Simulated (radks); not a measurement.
Problem. The europium ion Eu6+ is in [Kr] 4d10 4f4 5s2 5p5. All-electron calculation, non-relativistic Kohn-Sham, PBE, spin-polarised, spherical densities, point nucleus. Program: a radial shooting solver on a logarithmic mesh with Libxc functionals. Open shells are filled with parallel spins first. One electron is removed from 5p, 5s, 4f, 4d in turn, with full relaxation. Which removal costs least, and what does each cost?

Solution. 5p 101.86 eV; 4f 111.30 eV; 5s 121.36 eV; 4d 242.70 eV. The 5p electron leaves first.
